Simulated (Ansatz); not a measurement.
`[F][GeH]([Cl])[GeH3]` + `NC=O` → `O=C[NH][GeH3]` + `[F][GeH2][Cl]`  (cleavage of the Ge–Ge bond)

Gas-phase electronic energies from Ansatz, PBE0-D4/def2-TZVP geometries. CBS: MP2 limit from def2 TZ/QZ plus the TZ coupled-cluster correction, frozen cores. This one scheme is used for every species. Functionals use def2-TZVPP. For Ge outer-core shells are correlated without core-valence functions, which leaves a few kJ/mol of doubt a bond. Scalar relativity is left out up to krypton. Each species was taken in one conformer, which may not be the lowest.

| level | ΔE (kJ/mol) |
| --- | --- |
| B97M-V | 13.8 |
| PBE0-D4 | 28.8 |
| HF/def2-TZVPP | 5.2 |
| CCSD/def2-TZVPP | 11.7 |

**Question.** What does CCSD(T)/CBS give? (Estimate.)

**Answer.** The calculation gave: +16.1 kJ/mol. The listed levels differ from it by -2.3, 12.7, -10.9, -4.4 kJ/mol.

Largest T1 diagnostic among the species: 0.016.

At CCSD(T), def2-SVP lies −11.9 kJ/mol from the extrapolated value and def2-TZVPP −4.7 kJ/mol. From BLYP to BHLYP (50 % exact exchange), in def2-TZVPP and without D4, ΔE moves by −11.7 kJ/mol. In def2-TZVPP, CCSD(T) changes the Hartree–Fock value by +6.2 kJ/mol (the triples alone add −0.3 kJ/mol) and MP2 by +4.7 kJ/mol.
